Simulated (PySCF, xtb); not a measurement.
Al(H)(Me)(SiH3) (CH7AlSi), SMILES [CH3][AlH][SiH3].

GFN2-xTB in xtb at its own geometry gives an orbital gap of 3.60 eV and a dipole moment of 1.58 D.

Geometry optimised at ωB97X-D3(BJ)/def2-SVP.

Task: What does PySCF with CAM-B3LYP/def2-TZVPD give? (Estimate from the structure and the level; the computed values follow.)

Result: gap 7.85 eV (levels -8.63 and -0.78 eV), dipole 1.00 D.
